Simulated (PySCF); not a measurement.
UHF on K (potassium, neutral)

Configuration: [Ar] 3d1, 2D determinant (an excited configuration). Computed with PySCF 2.14 in x2c-TZVPPall (6s4p3d, 33 functions), with scalar relativity by spin-free X2C-1e.

```
Total energy                                                  : -601.323573 hartree
One-electron energy                                           : -826.6946 hartree
Hartree (Coulomb) energy                                      : 258.2520 hartree
Exchange energy                                               : -32.8810 hartree
⟨S²⟩                                                          : 0.7502
⟨L²⟩                                                          : 6.000
Sum of ⟨r⟩                                                    : 19.31 bohr
Sum of ⟨r²⟩                                                   : 48.71 bohr²
Traceless quadrupole moment −½Σ⟨3z² − r²⟩ along its main axis : 8.30 e·bohr²
Langevin diamagnetic susceptibility                           : -38.6 ×10⁻⁶ cm³/mol
```

| shell | electrons | mean orbital energy (hartree) | spread (hartree) | rms radius, mean of both spins (bohr) |
| --- | --- | --- | --- | --- |
| 1s β | 1 | -134.14276 | 0 | 0.0937 |
| 1s α | 1 | -134.14234 | 0 | 0.0937 |
| 2s β | 1 | -14.60614 | 0 | 0.418 |
| 2s α | 1 | -14.60577 | 0 | 0.418 |
| 2p β | 3 | -11.53003 | 0.00029 | 0.388 |
| 2p α | 3 | -11.52950 | 0.00062 | 0.388 |
| 3s α | 1 | -1.76130 | 0 | 1.37 |
| 3s β | 1 | -1.76051 | 0 | 1.37 |
| 3p α | 3 | -0.95694 | 0.00166 | 1.56 |
| 3p β | 3 | -0.95402 | 0.00609 | 1.56 |
| 3d α | 1 | -0.02230 | 0 | 5.39 |

Densities and radii are taken from the X2C orbitals without a picture-change correction, which distorts them close to the nucleus.

Spin-orbit constants ζ (cm⁻¹) from the X2C one-electron operator on these orbitals: bare nucleus, nucleus screened by l(l+1)(2l+1)/3 electrons, and screened by the Breit-Pauli mean field of the electrons.

```tsv
shell	bare	screened nucleus	mean field
2p	16850	15080	14260
3p	1443	1291	1209
3d	2.929	1.388	0.2655
```

To first order the Landé constant is A = 0.2655 cm⁻¹, so the lowest level has J = 3/2 and lies 4.94e-05 eV below the centre of the term.
